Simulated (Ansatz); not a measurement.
The same path of BF3 + ClH (6 atoms, charge 0, multiplicity 1) was run twice with different band settings. Lost on the way: B1–F2, Cl5–H6. Made: B1–Cl5, F2–H6.

The calculation used RKS PBE-D4/def2-SVP in Ansatz.

Relaxed end points:

```xyz
6
Properties=species:S:1:pos:R:3
B -0.004 0.286 -0.044
F -0.005 0.564 1.259
F 1.143 0.242 -0.703
F -1.153 0.173 -0.690
Cl 0.087 -2.539 0.883
H 0.070 -1.840 1.977
```

```xyz
6
Properties=species:S:1:pos:R:3
B 0.018 -0.462 -0.258
F 0.007 0.123 1.846
F 1.149 0.146 -0.576
F -1.151 0.080 -0.562
Cl 0.071 -2.201 0.186
H 0.043 -0.801 2.045
```

Common settings: movable images 5; climbing image yes; spring 5.0 eV/Å²; optimiser quadratic models (default); force threshold 0.03 eV/Å; iteration limit 60; end points relaxed.

| run | start path |
| --- | --- |
| 1 | through a guess of the saddle point |
| 2 | straight line |

**Question.** What does each run give, and how far can it be trusted?

**Answer.** Run 1: converged after 14 iterations, highest image 0.856 eV above the first end. A vibrational analysis at the climbing image gives one clearly imaginary mode, 660i cm⁻¹: a first-order saddle point.
Run 2: converged after 11 iterations, highest image 0.856 eV above the first end. Another band between the same ends (5 images) ends at a top of the same energy, where a vibrational analysis finds 1 clearly imaginary mode.
The orbitals stay closed-shell, which can raise the energy where a bond breaks towards radicals; this wasn't checked here.
